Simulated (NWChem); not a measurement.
System: CH4ClFOSi; SMILES OC[Si@@H](F)Cl

The following NWChem deck was run.

```
start job
memory heap 200 mb stack 900 mb global 1100 mb
geometry units angstroms noautosym nocenter noautoz
  O      0.811716     2.252298     0.115005
  C     -0.262746     1.540415    -0.459370
  Si    -0.459714    -0.148718     0.342600
  F     -1.826009    -0.839534    -0.192675
  Cl     1.109722    -1.376125    -0.150091
  H      0.560055     2.524682     1.003632
  H     -0.035001     1.402768    -1.529299
  H     -1.221425     2.097082    -0.424367
  H     -0.535736    -0.054675     1.823124
end
basis spherical
  * library pcsseg-1
end
dft
  xc pbe0
  iterations 150
end
property
  shielding
end
task dft property
```

All runs use the structure optimised with PBE0/def2-SVP.

GIAO values for the isolated, static molecule; σ is the absolute isotropic shielding, δ = σ(reference) − σ with the isolated reference molecule computed at the same levels (13C: tetramethylsilane, 1H: tetramethylsilane, 17O: water).

Atoms are numbered as in the input.

### Question
What results follow from this input? (PBE0/pcSseg-1, GIAO.) Quantities: δ O1 (ppm); δ C2 (ppm); σ Cl5 (ppm); δ H6 (ppm); δ H7 (ppm); δ H8 (ppm); δ H9 (ppm).

### Answer
| Quantity | Result |
|---|---|
| δ O1 (ppm) | -13.9 |
| δ C2 (ppm) | 55.6 |
| σ Cl5 (ppm) | 899.1 |
| δ H6 (ppm) | -0.77 |
| δ H7 (ppm) | 3.63 |
| δ H8 (ppm) | 3.62 |
| δ H9 (ppm) | 5.30 |
